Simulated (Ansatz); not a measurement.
```yaml
crystal:
  periodic: [false, false, false]
  atoms:
    - {symbol: C, position_ang: [-0.738051, 0.993685, 1.003319]}
    - {symbol: Si, position_ang: [0.016066, 0.006966, -0.377215]}
    - {symbol: N, position_ang: [1.712642, -0.050164, -0.505384]}
    - {symbol: N, position_ang: [-0.522217, -1.600377, -0.220024]}
    - {symbol: Cl, position_ang: [-0.558260, 0.967980, -2.134491]}
    - {symbol: H, position_ang: [-0.436398, 2.040362, 0.930064]}
    - {symbol: H, position_ang: [-0.413408, 0.607200, 1.972859]}
    - {symbol: H, position_ang: [-1.829961, 0.958379, 0.965774]}
    - {symbol: H, position_ang: [2.225005, 0.650700, -1.011722]}
    - {symbol: H, position_ang: [2.274425, -0.529824, 0.177369]}
    - {symbol: H, position_ang: [-0.196454, -2.302055, -0.865454]}
    - {symbol: H, position_ang: [-1.456488, -1.798152, 0.098906]}
basis:
  gaussian: {orbitals: def2-mTZVP, point_charges: [{charge: 1.00, position_ang: [5.503, 0.055, 0.532]}]}
total_charge: 1
magnetization: {spin_polarized: true, initial_magnetization: 2}
hamiltonian: {xc: {name: r2SCANh}, dispersion: d3bjatm}
scf: {lower_state_search: full}
output: {forces: true}
```

```sh
$ ansatz run in.yaml --threads 4 --pin off --events-out ev --progress --plain --max-ram 10444MiB
```

Problem. How does Ansatz answer? (An estimate is asked.)

Solution. Computed: The program refused the input.
```
Error: a molecule whose nuclei and cores have a total charge of 58 cannot have a net charge of 1 together with 2 unpaired electrons
```
